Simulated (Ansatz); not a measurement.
Reaction (germylene formation by 1,1-elimination): `[NH2][GeH]([F])[Cl]` → HCl + `[NH2][Ge][F]`

Program: Ansatz. Geometries: PBE0-D4/def2-TZVP. ΔE: electronic, gas phase. CCSD(T)/CBS adds triple-zeta CCSD(T) − MP2 to the extrapolated MP2 energy (def2 sets, frozen cores). This one scheme is used for every species. Functionals use def2-TZVPP. B3LYP here is the variant with VWN-RPA as its local correlation; programs differ in this. For Ge outer-core shells are correlated without core-valence functions, which leaves a few kJ/mol of doubt a bond. Scalar relativity is left out up to krypton. One conformer a species, not always the lowest.

`[NH2][GeH]([F])[Cl]`:

Z-matrix (Å, degrees):
```
Ge
F 1 1.738
Cl 1 2.129 2 105.2
N 1 1.803 2 112.3 3 116.1
H 1 1.525 2 106.3 3 -119.2
H 4 1.010 1 115.0 2 -70.6
H 4 1.010 1 115.6 2 59.4
```

HCl:

```xyz
2

Cl   -0.203    0.293   -0.531
H     0.203   -0.293    0.531
```

`[NH2][Ge][F]`:

Z-matrix (Å, degrees):
```
N
Ge 1 1.811
H 1 1.010 2 122.7
H 1 1.008 2 124.0 3 -180.0
F 2 1.768 1 94.5 3 -0.0
```

CCSD(T)/CBS gives +111.7 kJ/mol.

**Question.** Another level gave +84.8 kJ/mol. Which?
A. PBE-QIDH/def2-TZVPP
B. BHLYP-D4/def2-TZVPP
C. RPA@PBE/def2-TZVPP
D. B3LYP/def2-TZVPP

**Answer.** D. B3LYP 84.8, RPA@PBE/def2-TZVPP 108.2, BHLYP-D4 119.4, PBE-QIDH 137.5 kJ/mol.

Largest T1 diagnostic among the species: 0.014.

The D4 term adds +10.4 kJ/mol with B3LYP and +5.6 kJ/mol with PBE0; it sums over pairs of atoms, weighted by their polarisabilities, and B3LYP, whose exchange is more repulsive, gets the larger term. Leaving LDA and LC-ωPBE aside and taking each functional with its dispersion term where it has one, the values, not all of them listed here, spread over 62.0 kJ/mol, from BLYP-D4 to PBE-QIDH. LDA lies +29.7 kJ/mol from PBE without D4. From PBE to PBE0 (25 % exact exchange), in def2-TZVPP and without D4, ΔE moves by +21.7 kJ/mol.
